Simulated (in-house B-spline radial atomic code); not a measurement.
Results of a calculation; reference values are marked as such.
S in an electron gas of r_s = 1.65: phase shifts, screening and friction

A nucleus sits in a uniform electron gas with a rigid positive background. The Kohn-Sham equations are solved self-consistently in the spin-unpolarised LDA (PW92), non-relativistic, on B-splines with outgoing waves at the boundary and partial waves to l = 8. The model has no lattice, no bands and no magnetic solution. Atomic units; δ_l are the phase shifts at the Fermi level, counted so that each bound state adds π, and good to about 0.0005.

The density parameter is r_s = 1.65 bohr.

```
l  δ_l (rad)
0     7.0928
1     4.6237
2     0.6799
3     0.0776
4     0.0176
5     0.0046
6     0.0012
7     0.0004
8     0.0002
```

Bound levels below the band bottom (hartree): s -87.05, s -7.031, p -5.075, s -0.1761.

(1) Check the Friedel sum rule, and say where the screening charge sits.

(2) Find the transport cross section and the electronic stopping of a 1 keV S ion (mass 32.06 u).

## Answers

(1) k_F = (9π/4)^(1/3)/r_s = 1.16313. The rule is Z = (2/π) Σ (2l + 1) δ_l. The terms are s 4.515, p 8.831, d 2.164, f 0.346 and 0.149 beyond, in all 16.005 against Z = 16. Bound states hold 6 s, 6 p, 0 d electrons, so the scattering states carry 4.01 in all; where a term is smaller than its bound count, the bound level has drawn weight out of the band.

(2) σ_tr = (4π/k_F²) Σ (l + 1) sin²(δ_l − δ_(l+1)). The terms for l = 0 to 3 are 0.3881, 1.0336, 0.9629, 0.0144, all together 2.3999, so σ_tr = 9.289 × 2.3999 = 22.292 bohr². With n = 3/(4π r_s³) = 0.05314, the friction coefficient is Q = n k_F σ_tr = 1.3779. For v well below v_F = 1.163, dE/dx = Q v; with 24801 eV per u at v = 1, v = √(1000/(24801 × 32.06)) = 0.0355, so dE/dx = 0.04887 hartree/bohr = 25.1 eV/nm. The largest term couples the p and d waves.
